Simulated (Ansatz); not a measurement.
Computed with Ansatz on PBE0-D4/def2-TZVP structures; ΔE is electronic, products minus reactants. CCSD(T)/CBS is the MP2 limit (def2-TZVPP, def2-QZVPP) plus CCSD(T) − MP2 in def2-TZVPP, frozen cores. This one scheme is used for every species. DFT in def2-TZVPP. Elements past krypton have def2 core potentials. For W outer-core shells are correlated without core-valence functions, which leaves a few kJ/mol of doubt a bond. One conformer a species, not always the lowest.

Consider the formal hydrolysis of a W–F bond: `[OH][W]([OH])([OH])([F])=[S]` + H₂O → `[OH][W]([OH])([OH])([OH])=[S]` + H–F.

`[OH][W]([OH])([OH])([F])=[S]`:

```xyz
9

O     0.237   -0.572   -1.696
W    -0.279   -0.150    0.077
O    -0.954    1.480   -0.517
O     0.455    0.717    1.593
F     1.082   -1.420    0.485
S    -2.027   -1.217    0.611
H     0.841   -1.309   -1.826
H    -0.457    2.235   -0.844
H     1.103    0.237    2.116
```

H₂O:

Z-matrix (Å, degrees):
```
O
H 1 0.960
H 1 0.960 2 105.1
```

`[OH][W]([OH])([OH])([OH])=[S]`:

Cartesian coordinates in Å:
```
O -1.518 1.005 0.607
W -0.145 -0.226 0.230
O 1.231 -0.825 -0.967
O -1.216 -1.034 -1.107
O 1.189 1.124 0.540
S -0.131 -1.479 1.943
H -1.813 1.713 0.030
H 2.101 -0.464 -0.772
H -0.775 -1.442 -1.857
H 1.076 1.628 1.352
```

H–F:

Cartesian coordinates in Å:
```
F -0.304 -0.177 -0.297
H 0.304 0.177 0.297
```

```tsv
level	ΔE (kJ/mol)
LDA (SPW92)	41.3
ωB97X-V	47.6
PBE-QIDH	40.5
PBE0	45.6
```

**Question.** What does CCSD(T)/CBS give? (An estimate is asked.)

**Answer.** Computed: +40.2 kJ/mol. The listed levels differ from it by 1.1, 7.4, 0.3, 5.4 kJ/mol.

Largest T1 diagnostic among the species: 0.022, so the coupled-cluster value is less sure than usual.

At CCSD(T), def2-SVP lies +7.1 kJ/mol from the extrapolated value and def2-TZVPP −1.3 kJ/mol. The D4 term adds −4.5 kJ/mol with B3LYP and −2.4 kJ/mol with PBE0; it sums over pairs of atoms, weighted by their polarisabilities, and B3LYP, whose exchange is more repulsive, gets the larger term. In def2-TZVPP, CCSD(T) changes the Hartree–Fock value by −12.4 kJ/mol (the triples alone add −1.6 kJ/mol) and MP2 by −16.0 kJ/mol.

CCSD(T)/CBS has its own doubt, a few kJ/mol and more with outer-core shells, so smaller differences from it don't rank the levels.

B3LYP here is the variant with VWN-RPA as its local correlation; programs differ in this.
